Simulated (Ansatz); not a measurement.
Harmonic frequencies (cm⁻¹) at PBE0-D4/def2-TZVP from Ansatz: 278, 404, 479, 553, 632, 670, 675, 792, 864, 885, 899, 981, 1086, 1183, 1258, 1460, 1473, 1615, 3244, 3272, 3284.

Q: Which molecule is it?
A. `O=C1C=C(I)C(=O)O1`
B. `Ic1ccco1`
C. `Fc1cccs1`
D. `Fc1ccsc1`

A: D.
